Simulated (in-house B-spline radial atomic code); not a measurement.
## RPA and G0W0 on B3LYP (VWN-RPA): S VI (S5+)

Configuration [Ne] 3s1, highest spin, mean-field start B3LYP (VWN-RPA). Computed with a B-spline radial code for spherical atoms: all electrons, scalar-relativistic (spin-free one-electron X2C), finite nucleus, each spin shell either full or empty, empty states to l = 9 with an (l + 1/2)⁻⁴ tail; G0W0 by contour deformation at full frequency.

Command:
```bash
python run_gw.py task.json out
```
Settings (radii: box in bohr, nucleus in fm):
```
Z                        16
electrons                11
configuration            [Ne] 3s1
hamiltonian              x2c
method                   b3lyp
lmax                     9
rms_radius               3.2611
spin_polarised           True
box_radius               10.43
intervals                68
ion_configuration        [He] 2s2 2p6
```

Time taken, with all properties: 3.7 s on 1 thread of Arm Neoverse N1 (shared host).

Energies (hartree):

| term | value |
| --- | --- |
| mean-field total | -392.30409 |
| Hartree-Fock functional on these orbitals | -391.84793 |
| direct second order | -0.71934 |
| second-order exchange | 0.27096 |
| SOSEX correction | 0.25163 |

Problem. What is the RPA correlation energy, and what remains with SOSEX?

Solution. RPA gives -0.65672 hartree (-1.62 eV per electron); RPA + SOSEX gives -0.40509, and the second-order doubles -0.44838 hartree (no singles). RPA lacks exchange-type terms and so overcorrelates at short range.

Quasi-particle levels (eV):

```
  level  occupied  mean field  Σx - vxc     Σc  QP weight     G0W0
  3s up       yes      -83.36     -4.31      ?          ?        ?
2p down       yes     -241.70    -19.42   3.09      0.953  -258.04
  2p up       yes     -242.14    -19.63   3.17      0.949  -258.60
2s down       yes     -298.04    -26.72   5.44      0.879  -319.32
3s down        no      -78.10      7.72  -2.37      0.948   -72.75
```

G0W0 = mean field + (Σx - vxc) + Σc, with Σc (partial-wave tail included) taken at the quasi-particle energy. Only the outer levels were computed.

Problem. Where does G0W0 put 3s up?

Solution. At -89.17 eV, with Σc = -1.50 eV and a quasi-particle weight of 0.973. The tabulated removal energy is 88.053 eV (NIST, measured); the calculation leaves out spin-orbit coupling, Breit and QED terms, and what these don't explain is the method's own error.

Problem. What does it cost to remove one electron (to [He] 2s2 2p6) by differences of total energies, each species on its own start (correlation terms add to the Hartree-Fock functional)?

Solution. B3LYP (VWN-RPA) 89.08 eV, Hartree-Fock functional 87.56 eV, + RPA 88.83 eV, + RPA + SOSEX 88.00 eV, + second order 88.12 eV. Tabulated: 88.053 eV (NIST, measured); the calculation leaves out spin-orbit coupling, Breit and QED terms, and what these don't explain is the method's own error.
